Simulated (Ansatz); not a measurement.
```
atom   x (Å)   y (Å)   z (Å)
  Co  0.0000  0.0000  0.0000
  Cl  0.0000  0.0000  3.0984
```

Basis set: pcseg-2 (spherical functions). Charge 0, multiplicity 3.

Computed with Ansatz (development build ahead of 0.2.0); each method stands on the lowest determinant of its kind that the runs found.

The atomization energy at this shape (free ground-state atoms in the same class of orbitals less the molecule, no zero-point energy) of triplet CoCl:

```tsv
method	atomization energy
PBE (unrestricted)	1.96 eV
UHF	0.63 eV
```

Q: What does PBE0 (unrestricted) give?

A: 1.84 eV. Caution: other spin multiplicities were not run; the shape is not the minimum. Caution for UHF: the unrestricted determinant is a mixture of spin states.
